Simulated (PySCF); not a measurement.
Electron correlation in O (oxygen, neutral)

[He] 2s2 2p4, high-spin 3P determinant. All numbers are calculated (PySCF 2.14, no relativity, point nucleus, in aug-cc-pVTZ (5s4p3d2f, 46 functions)). Frozen: 1s2; 6 electrons correlated.

```json
{"level": "CCSD", "correlation energy (mhartree)": "-162.54"}
{"level": "(T)", "correlation energy (mhartree)": "-3.43"}
{"level": "CCSD(T)", "correlation energy (mhartree)": "-165.97"}
```

Diagnostics: T1 = 0.0077, D1 = 0.0129, largest double amplitude 0.039.

Cost of the coupled-cluster step: of the order of 1.7 core-seconds, for 6 correlated electrons.

Iterations:

```
CC2 = 0
CCSD nocc = (np.int64(4), np.int64(2)), nmo = (45, 45)
frozen orbitals [[0], [0]]
max_cycle = 100
direct = 0
conv_tol = 1e-08
conv_tol_normt = 1e-06
diis_space = 8
diis_start_cycle = 0
Init t2, MP2 energy = -0.146311875674286
Init E_corr(UCCSD) = -0.146311875680518
cycle = 1  E_corr(UCCSD) = -0.158667874361075  dE = -0.0123559987  norm(t1,t2) = 0.0296976
cycle = 2  E_corr(UCCSD) = -0.161289449497036  dE = -0.00262157514  norm(t1,t2) = 0.0104061
cycle = 3  E_corr(UCCSD) = -0.162518865064141  dE = -0.00122941557  norm(t1,t2) = 0.00527541
cycle = 4  E_corr(UCCSD) = -0.162554021723154  dE = -3.5156659e-05  norm(t1,t2) = 0.00172744
cycle = 5  E_corr(UCCSD) = -0.162519946189005  dE = 3.40755341e-05  norm(t1,t2) = 0.000916216
cycle = 6  E_corr(UCCSD) = -0.162542057490062  dE = -2.21113011e-05  norm(t1,t2) = 0.00025602
cycle = 7  E_corr(UCCSD) = -0.162541046568083  dE = 1.01092198e-06  norm(t1,t2) = 6.70017e-05
cycle = 8  E_corr(UCCSD) = -0.162540038412845  dE = 1.00815524e-06  norm(t1,t2) = 2.12414e-05
cycle = 9  E_corr(UCCSD) = -0.162540113075795  dE = -7.46629501e-08  norm(t1,t2) = 6.20033e-06
cycle = 10  E_corr(UCCSD) = -0.162540104157358  dE = 8.91843732e-09  norm(t1,t2) = 1.0865e-06
cycle = 11  E_corr(UCCSD) = -0.16254008911441  dE = 1.50429477e-08  norm(t1,t2) = 2.95202e-07
cycle = 12  E_corr(UCCSD) = -0.162540088940028  dE = 1.7438212e-10  norm(t1,t2) = 9.16647e-08
UCCSD converged
E(UCCSD) = -74.97552229555076  E_corr = -0.1625400889400277
UCCSD(T) correction = -0.00343000567615259
```
